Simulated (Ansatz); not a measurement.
Potential energy curve for CLi (anion, charge -1), lowest singlet found (which spin is the ground state isn't settled by this scan).

Methods: RKS-PBE = restricted PBE/aug-cc-pVDZ (Ansatz, a first-principles code); RKS-B3LYP = restricted B3LYP/aug-cc-pVDZ (Ansatz); FCI = full CI/aug-cc-pVDZ, frozen core run with Ansatz.

Energies relative to the lowest point of each curve between 1.77 and 2.56 Å, where full CI is lowest, in kJ/mol; the last columns give the error against full CI:

| R / Å | RKS-PBE | RKS-B3LYP | FCI | RKS-PBE − FCI | RKS-B3LYP − FCI |
|---|---|---|---|---|---|
| 1.61 | 84.5 | 76.3 | 91.2 | -6.7 | -14.9 |
| 1.70 | 51.9 | 47.5 | 53.7 | -1.7 | -6.2 |
| 1.77 | 30.9 | 27.1 | 33.3 | -2.4 | -6.1 |
| 1.85 | 14.8 | 12.1 | 17.4 | -2.6 | -5.3 |
| 1.93 | 5.3 | 3.7 | 7.5 | -2.3 | -3.8 |
| 2.00 | 1.0 | 0.5 | 2.6 | -1.6 | -2.2 |
| 2.04 | 0.0 | 0.0 | 0.8 | -0.8 | -0.8 |
| 2.14 | 0.7 | 2.1 | 0.0 | 0.7 | 2.1 |
| 2.21 | 3.4 | 5.6 | 1.4 | 2.0 | 4.1 |
| 2.32 | 10.0 | 13.3 | 6.0 | 4.0 | 7.3 |
| 2.41 | 16.9 | 20.8 | 11.2 | 5.7 | 9.7 |
| 2.56 | 30.0 | 34.5 | 21.4 | 8.5 | 13.1 |
| 2.76 | 48.3 | 52.8 | 36.4 | 11.9 | 16.3 |

RKS-PBE is furthest from FCI at 2.76 (11.9 kJ/mol, above); its mean absolute error over the points is 3.9 kJ/mol.

RKS-B3LYP is furthest from FCI at 2.76 (16.3 kJ/mol, above); its mean absolute error over the points is 7.1 kJ/mol.

The scan ran from 1.46 to 6.92 Å; beyond the distances shown full CI changes its symmetry label. The restricted form behind RKS-PBE, RKS-B3LYP keeps the bonding electrons paired and can't separate into open-shell fragments. Where the anion isn't bound against loss of the electron, the finite basis alone holds it. Also computed but left out beside FCI, since their determinant holds another spin at the minimum (<S²> over 0.7 above the pure value): UHF, UMP2, UCCSD, UCCSD(T), UCCSDT, UCCSDT(Q), UKS-BLYP, UKS-B3LYP, UKS-PBE, UKS-B3LYP/6-31G*, UKS-B3LYP/3-21G, UHF/LANL2DZ, UKS-B3LYP/6-311+G**.
